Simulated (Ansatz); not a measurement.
CH$_{8}$N$_{2}$OSi, SMILES `NC(N)(O)[SiH3]`, relaxed with RKS PBE0-D4/def2-TZVP in the Gaussian-basis code of Ansatz from a PBE-D4/def2-SVP geometry. The force threshold is 0.005 eV/Å; the program also tests the step.

The species carries charge 0 and has multiplicity 1.

Start:

```xyz
13

N     0.479    1.376    0.633
C     0.368    0.178   -0.161
N     1.510   -0.652    0.176
O     0.489    0.359   -1.588
Si   -1.325   -0.704    0.224
H     1.381    1.829    0.418
H    -0.275    2.040    0.422
H     1.507   -0.876    1.177
H     1.500   -1.524   -0.364
H    -0.302    0.853   -1.876
H    -2.513    0.151   -0.160
H    -1.437   -1.058    1.683
H    -1.381   -1.972   -0.584
```

(1) How much energy does the relaxation release, and in how many steps? (Estimate.)

(2) Which bonds change most? (Estimate.)

(3) Give the relaxed structure. (Estimate.)

Results:

(1) Ansatz gave: 4.73 kJ/mol, in 7 steps.

(2) Ansatz gave: C2–Si5 from 1.947 to 1.924 Å; Si5–H12 from 1.506 to 1.486 Å; Si5–H11 from 1.514 to 1.494 Å; Si5–H13 from 1.505 to 1.486 Å.

(3) The calculation gave: 
```xyz
13

N     0.468    1.360    0.621
C     0.354    0.167   -0.160
N     1.496   -0.649    0.174
O     0.486    0.352   -1.572
Si   -1.320   -0.701    0.223
H     1.356    1.812    0.421
H    -0.288    2.010    0.450
H     1.505   -0.864    1.161
H     1.504   -1.504   -0.366
H    -0.286    0.832   -1.888
H    -2.474    0.169   -0.157
H    -1.417   -1.031    1.669
H    -1.384   -1.953   -0.576
```
